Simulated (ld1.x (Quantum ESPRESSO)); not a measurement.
An all-electron radial function and its pseudo partner (rubidium (Rb))

Columns: radius, all-electron u(r) and pseudo u(r) of the 4p shell (level -17.38 eV) of rubidium in the configuration [Ar] 3d10 4s2 4p6 4d0 5s0 5p1; PBE, scalar-relativistic, TM scheme, ld1.x (Quantum ESPRESSO) 7.5.

| r (bohr) | all-electron | pseudo |
| --- | --- | --- |
| 0.210 | -0.0850 | 0.0461 |
| 0.420 | -0.3883 | 0.1735 |
| 0.630 | -0.0233 | 0.3520 |
| 0.840 | 0.4020 | 0.5400 |
| 1.050 | 0.6843 | 0.6964 |
| 1.260 | 0.8185 | 0.7931 |
| 1.470 | 0.8442 | 0.8217 |
| 1.680 | 0.8032 | 0.7921 |
| 1.890 | 0.7275 | 0.7240 |
| 2.100 | 0.6379 | 0.6373 |
| 2.310 | 0.5471 | 0.5470 |
| 2.520 | 0.4619 | 0.4619 |
| 2.730 | 0.3856 | 0.3856 |
| 2.940 | 0.3192 | 0.3192 |
| 3.150 | 0.2626 | 0.2626 |
| 3.360 | 0.2150 | 0.2150 |
| 3.570 | 0.1752 | 0.1752 |
| 3.780 | 0.1422 | 0.1422 |
| 3.990 | 0.1150 | 0.1150 |
| 4.200 | 0.0927 | 0.0927 |
| 4.410 | 0.0747 | 0.0747 |
| 4.620 | 0.0602 | 0.0602 |
| 4.830 | 0.0485 | 0.0485 |
| 5.040 | 0.0391 | 0.0391 |
| 5.250 | 0.0315 | 0.0315 |
| 5.460 | 0.0253 | 0.0253 |

How many radial nodes do the two functions have?

The all-electron 4p function has n − l − 1 = 2 (the table is too coarse to show those close to the nucleus); the pseudo-wave has 0, since the states of the same l below it are removed with the core.

At about which radius was the pseudo-wave matched?

2.65 bohr. The columns agree to 0.0005 from 2.31 bohr on; several derivatives are matched, so the curves merge somewhat inside the radius.

Is the pseudo-wave norm-conserving?

Yes: the TM scheme keeps the norm inside the radius equal to the all-electron one, which fixes the energy derivative of the logarithmic derivative at the level.
